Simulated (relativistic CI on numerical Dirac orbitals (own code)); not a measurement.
# What each ingredient does to the levels of Zn³⁺

Base calculation: Dirac-Coulomb-Breit CI, KLI orbitals optimised for each configuration, QED by a radiative potential, valence Slater integrals scaled by 0.85, P86 correlation energy added to each configuration.

Configuration list (outside the closed core [Ne] 3s2): 3p⁶3d⁹, 3p⁶3d⁸4s, 3p⁶3d⁸4p, 3p⁶3d⁸4d, 3p⁶3d⁸5s, 3p⁶3d⁷4s², 3p⁶3d⁸5p, 3p⁶3d⁸4f, 3p⁶3d⁸5d, 3p⁵3d¹⁰, 3p⁶3d⁸6s, 3p⁶3d⁷4s4p, 3p⁶3d⁸6p, 3p⁶3d⁸5f, 3p⁶3d⁸5g, 3p⁶3d⁸6d, 3p⁶3d⁷4p², 3p⁶3d⁷4s4d. Levels of other configurations are missing.

The lowest level and the first level of each name with at least 55 % of one term (blank where a level has no safe partner in the second run):

```csv
Level,Base (cm⁻¹),Shift (cm⁻¹)
3p⁶3d⁹ ²D5/2,0.0,0.0
3p⁶3d⁹ ²D3/2,2672.8,+20.8
3p⁶3d⁸4s ⁴F9/2,125723.0,-2633.0
3p⁶3d⁸4s ⁴F7/2,127308.6,-2593.2
3p⁶3d⁸4s ⁴F5/2,128714.9,-2602.9
3p⁶3d⁸4s ⁴F3/2,129671.0,-2592.9
3p⁶3d⁸4s ²F7/2,132607.9,-1524.9
3p⁶3d⁸4s ²F5/2,135082.7,-1469.7
3p⁶3d⁸4s ²D3/2,146582.5,+814.2
3p⁶3d⁸4s ⁴P3/2,148760.5,+913.8
3p⁶3d⁸4s ⁴P1/2,148945.2,+958.3
3p⁶3d⁸4s ²P3/2,154157.9,+2101.5
3p⁶3d⁸4s ²P1/2,154992.0,+2171.6
3p⁶3d⁸4s ²G9/2,156495.3,+2439.2
3p⁶3d⁸4s ²G7/2,156529.1,+2442.2
3p⁶3d⁸4s ²S1/2,196429.6,+9307.2
3p⁶3d⁸4p ⁴D°7/2,197749.0,-2973.6
3p⁶3d⁸4p ⁴D°5/2,200041.6,-2953.4
3p⁶3d⁸4p ⁴G°9/2,200620.9,-2427.7
3p⁶3d⁸4p ⁴G°11/2,201268.2,-2551.5
3p⁶3d⁸4p ⁴D°3/2,201767.6,-2949.7
3p⁶3d⁸4p ⁴G°7/2,202101.7,-2504.5
```

Correlation outside the listed configurations is missing or only estimated: errors of thousands of cm⁻¹ between configurations and terms are usual at this charge. Rates and lifetimes follow the computed energies and can be off by large factors. The fine structure of a lone outer electron comes out too small, for d and f at times inverted, and misplaced configurations move strength between like terms. 55 of the 58 excited levels that our extract of the measured tables holds in this range could be paired (the sources list more); they are missed by 3689 cm⁻¹ on average and 5909 at most, and levels without a partner can miss by more.

(1) One thing was changed in a second run, which moved the levels as shown. Which?
A. no correlation estimate
B. configuration mixing switched off
C. Breit term removed
D. Slater integrals left unscaled
E. non-relativistic limit
F. QED terms removed

Answers

(1) D. Slater integrals left unscaled. Scaling acts on the splittings between terms and on the mixing, and leaves the fine structure of pure LS terms nearly alone; in jj coupling it moves the levels of one term differently.

LS names give the leading component of a level, which can be under half, so a name can repeat, a term be missing and a line seem to break the LS rules.
